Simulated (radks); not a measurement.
Task: These are the eigenvalues of the occupied orbitals of an atom or ion with whole-number occupations (hartree). All-electron calculation, scalar-relativistic Kohn-Sham, PBE, spin-unpolarised, spherical densities, finite nucleus; Fermi nuclear charge, rms radius of each element as measured or else 0.836 A^(1/3) + 0.57 fm. Program: a radial shooting solver on a logarithmic mesh with Libxc functionals.

| orbital | eigenvalue |
|---|---|
| 1s | -2476.510 |
| 2s | -426.8118 |
| 2p | -374.3093 |
| 3s | -98.97448 |
| 3p | -83.35124 |
| 3d | -65.09950 |
| 4s | -21.41674 |
| 4p | -16.29070 |
| 4d | -9.72252 |
| 5s | -4.22168 |
| 5p | -2.96301 |
| 4f | -2.46145 |
| 5d | -1.51223 |

Which element is it, and in what charge state? The configuration may be excited.

Result: Z = 73, tantalum, charge +4: Ta4+ in [Xe] 4f14 5d1. The list shows which subshells hold electrons but not how many an open one holds; the 1s level, -2476.5 hartree, gives Z - s = 70.4 by -(Z - s)^2/2, which with screening and relativity narrows Z to a few neighbours, and the depths of the outer levels then fix element, charge and occupations together.
